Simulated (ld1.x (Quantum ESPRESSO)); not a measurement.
## Transferability test, ultrasoft potential for copper (Cu)

Cu (Z = 29), ultrasoft, made with ld1.x (Quantum ESPRESSO) 7.5 (Wu–Cohen, scalar-relativistic). Core [Ne], reference 3s2 3p6 3d10 4s1 4p0. Waves: 3s (bound): rcut 0.95, rcutus 1.00 bohr; 4s (bound): rcut 0.95, rcutus 1.00 bohr; 3p (bound): rcut 1.25, rcutus 1.65 bohr; 4p (bound, empty): rcut 1.25, rcutus 1.65 bohr; 3d (bound): rcut 0.75, rcutus 0.80 bohr; 3d channel at 2.45 Ry: rcut 0.75, rcutus 0.80 bohr. Local part: all-electron potential smoothed inside 1.65 bohr (lloc = -2). Core correction: a·sin(br)/r model core inside 0.65 bohr. Augmentation charge: PSQ, inside the norm-conserving radii.

Energies are relative to the spin-unpolarised reference configuration 3s2 3p6 3d10 4s1 4p0; without spin polarisation the order of configurations can differ from experiment. The frozen-core shift is the all-electron ΔE with the core orbitals held at their reference shape minus the fully relaxed ΔE.

```csv
valence configuration,charge,ΔE all-electron (eV),error AE − PS (meV),frozen-core shift (meV)
3s2 3p6 3d10 4s0 4p0,+1,8.092,-0.5,+1.7
3s2 3p6 3d9 4s0 4p0,+2,29.430,-0.6,-0.3
3s2 3p6 3d8 4s0 4p0,+3,68.463,-2.7,-3.4
3s2 3p6 3d9 4s1 4p0,+1,11.625,+1.1,-2.2
3s2 3p6 3d10 4s0.5 4p0,+0.5,3.151,-0.2,+0.7
3s2 3p6 3d7 4s0 4p0,+4,128.190,-32,-7.5
3s2 3p6 3d9 4s2 4p0,0,1.983,+2.1,-3.3
```

A variational frozen-core shift is positive and of second order in the change. This column holds negative values, so the frozen-core run of ld1.x carries numerical noise or an error of first order here, and the column gives no more than the rough size of the effect.
